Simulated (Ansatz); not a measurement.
Question: Name a neutral molecule of B, C and H with size of the dipole moment (B3LYP/def2-TZVPP) between 1.45 and 1.75 D and LUMO energy (PBE/def2-TZVPP) between -2.05 and -1.75 eV (Ansatz, PBE0-D4/def2-TZVP geometry).

Answer: `BC1=CB1` (1.63 D, -1.82 eV). Other molecules can fit too; these were computed, each in one conformer that needn't be the lowest.

B3LYP here is the variant with VWN-RPA as its local correlation; programs differ in this.
